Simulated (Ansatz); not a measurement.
Isomers of C2H7Ga, B3LYP-D3(BJ)/def2-TZVP minima from an xTB search, which can miss the lowest.
Isomer 1, SMILES [CH3][GaH][CH3] (charge 0, multiplicity 1):
```xyz
10

C     -1.7216    -0.2141     0.2641
Ga    -0.0026     0.7010    -0.1145
C      1.7239    -0.2737    -0.1825
H     -2.4437    -0.0083    -0.5294
H     -1.6056    -1.2932     0.3625
H     -2.1512     0.1748     1.1911
H     -0.0093     2.2614    -0.3730
H      2.1357    -0.2229    -1.1941
H      1.6206    -1.3223     0.0957
H      2.4539     0.1973     0.4799
```
Isomer 2, SMILES C[CH2][GaH2] (charge 0, multiplicity 1, Z-matrix in Å and degrees):
```
C
H 1 1.0955
H 1 1.0956 2 104.84
C 1 1.5306 2 110.81 3 -119.60
H 4 1.0921 1 111.58 2 178.28
H 4 1.0921 5 106.88 1 -122.23
H 4 1.0936 5 107.34 6 -114.89
Ga 1 1.9874 2 106.90 3 113.23
H 8 1.5769 1 120.28 2 -55.78
H 8 1.5779 9 119.08 1 -180.00
```

Cores are frozen in the correlated methods. Filled d and f shells under p-block atoms count as core. MP2 and its Hartree–Fock in cc-pVQZ are density fitted.

The values were computed with Ansatz (Gaussian basis) for Hartree–Fock, density functionals and correlated methods. 

The energy of isomer 2 above isomer 1 is E(isomer 2) − E(isomer 1). Total energies (hartree):

```
level                 isomer 2       isomer 1
---------------  -------------  -------------
HF/cc-pVTZ       -2003.1012934  -2003.1172681
MP2/cc-pVTZ      -2003.5434680  -2003.5624761
HF/cc-pVQZ       -2003.1099105  -2003.1258800
MP2/cc-pVQZ      -2003.5791844  -2003.5983838
CCSD(T)/cc-pVTZ  -2003.6022303  -2003.6203145
```

Task: Work out the energy of isomer 2 above isomer 1 at the basis-set limit: extrapolate the MP2 correlation part as X⁻³, take Hartree–Fock from the larger set, and add the CCSD(T) − MP2 difference of cc-pVTZ.

Result: 
1. Differences (1 hartree = 627.509 kcal/mol): HF/cc-pVTZ 10.024; MP2/cc-pVTZ 11.928; HF/cc-pVQZ 10.021; MP2/cc-pVQZ 12.048; CCSD(T)/cc-pVTZ 11.348.
2. Correlation parts, MP2 less HF: 1.904 in cc-pVTZ (X = 3), 2.027 in cc-pVQZ (X = 4).
3. Limit (4³·(2.027) − 3³·(1.904))/(4³ − 3³) = 2.117; with HF/cc-pVQZ it gives 12.138.
4. CCSD(T) less MP2 in cc-pVTZ: -0.580.
Result: 11.56 kcal/mol, against 11.93 at MP2/cc-pVTZ. It is an estimate of this method's limit, not of the exact value.

Ansatz is a first-principles code.
